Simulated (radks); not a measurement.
Spherical quantum dot in the effective-mass picture: electrons in a well V = -V0 / (1 + exp((r - R)/a)) with V0 = 7.13, R = 6.9, a = 0.42, with a point charge +1 (a donor) at the centre, all in effective atomic units (hartree* = m*/eps^2 hartree, bohr* = eps/m* bohr), one dielectric constant everywhere. Method: non-relativistic Kohn-Sham, LDA (Slater exchange, Perdew-Wang correlation), spin-polarised, spherical densities; computed with a radial shooting solver with Libxc functionals. Levels are named by radial order and angular momentum (1s, 1p, 1d, 2s, ...), and open shells are averaged over m.

N = 4, configuration 1s2 1p(up 2, down 0). This is the lowest configuration that the search found. Occupied and some empty levels:

level    occupation  eigenvalue (hartree*)  <r> (bohr*)
1s up             1                -6.5500        2.510
1s down           1                -6.5279        2.292
1p up             2                -6.3766        3.882
1p down           0                -6.3335        3.879
2s up             0                -6.2929        3.153
2s down           0                -6.2696        3.325
1d up             0                -6.2254        4.228
1d down           0                -6.1821        4.245
1f up             0                -6.0423        4.467
1f down           0                -6.0004        4.488

Energy (hartree*): total -27.8760, kinetic 0.90686, external -30.273, Hartree 2.2896, exchange-correlation -0.79991.

Electron density:

r (bohr*)  n(r) (e/bohr*^3)
0.310                0.1542
0.827               0.06046
1.34                0.02776
1.86                0.01562
2.38                0.01076
2.90               0.008530
3.42               0.007026
3.93               0.005478
4.45               0.003725
4.97               0.002037
5.49              0.0008027
6.00              0.0001955
6.52             0.00002406
